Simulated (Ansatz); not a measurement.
Results of the Gaussian-basis code of Ansatz.

A structure relaxed at PBE0-D4/def2-TZVP, charge 0, multiplicity 1:

```json
{"atom": "C1", "x (Å)": "-2.768", "y (Å)": "0.250", "z (Å)": "-0.566"}
{"atom": "O2", "x (Å)": "-1.435", "y (Å)": "0.625", "z (Å)": "-0.514"}
{"atom": "Sc3", "x (Å)": "0.373", "y (Å)": "1.054", "z (Å)": "-0.418"}
{"atom": "F4", "x (Å)": "0.960", "y (Å)": "2.695", "z (Å)": "-1.076"}
{"atom": "O5", "x (Å)": "1.605", "y (Å)": "-0.129", "z (Å)": "0.319"}
{"atom": "C6", "x (Å)": "2.489", "y (Å)": "-1.037", "z (Å)": "0.878"}
{"atom": "H7", "x (Å)": "-3.332", "y (Å)": "0.893", "z (Å)": "-1.252"}
{"atom": "H8", "x (Å)": "-3.235", "y (Å)": "0.325", "z (Å)": "0.424"}
{"atom": "H9", "x (Å)": "-2.874", "y (Å)": "-0.787", "z (Å)": "-0.907"}
{"atom": "H10", "x (Å)": "2.207", "y (Å)": "-1.277", "z (Å)": "1.911"}
{"atom": "H11", "x (Å)": "2.501", "y (Å)": "-1.975", "z (Å)": "0.310"}
{"atom": "H12", "x (Å)": "3.511", "y (Å)": "-0.637", "z (Å)": "0.891"}
```

Task: Give its formula and SMILES.

Result: C2H6FO2Sc, `C[O][Sc]([F])[O]C`.

Task: Summarise the bond lengths by kind.

Result: 2 × C–O 1.386 Å; 6 × C–H 1.097 Å; 2 × O–Sc 1.860 Å; 1 × F–Sc 1.863 Å.
